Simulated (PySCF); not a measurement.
A GIAO shielding run with PySCF (density fitting, non-relativistic, gas phase) on SMILES C1[Si](C=C)(SCC(C)=O)C1, C₇H₁₂OSSi:

```
$ OMP_NUM_THREADS=1 python probes_run.py task.json out

{"job": {"kind": "nmr", "xc": "PBE0", "basis": "pcSseg-1"}, "charge": 0, "multiplicity": 1}
C     -2.467109     0.897154    -1.503936
C     -2.158169    -0.170306    -0.783511
Si    -0.933229    -0.166841     0.627274
S      0.242549     1.632375     0.838157
C      1.146560     1.517382    -0.762284
C      1.619240     0.105595    -0.851456
C      3.096359    -0.129430    -0.805359
O      0.800806    -0.801446    -0.863725
C     -0.506792    -1.635272     1.730525
C     -1.559304    -0.709058     2.334858
H     -3.173082     0.860000    -2.319010
H     -2.032808     1.863911    -1.303329
H     -2.628887    -1.116161    -1.011532
H      1.948122     2.250051    -0.739140
H      0.429997     1.746288    -1.551033
H      3.586468     0.398217    -1.621339
H      3.312830    -1.192541    -0.866913
H      3.485559     0.269009     0.131151
H      0.444995    -1.675648     2.238741
H     -0.845614    -2.614735     1.432762
H     -1.267110    -0.184580     3.231826
H     -2.551793    -1.124578     2.416424
```

Hardware: 1 thread of an Intel Xeon, shared host. The job also computes population analyses, field gradients, ring-centre shieldings.

**Question.** How large is the calculation?

**Answer.** 92 electrons, 244 basis functions and 1308 auxiliary functions.

**Question.** How long does it take, and how much memory does it need?

**Answer.** 3.3 min of wall time, with 14 SCF cycles and 5 response iterations; peak memory 1.2 GiB. Times on a shared host scatter by some tens of per cent.
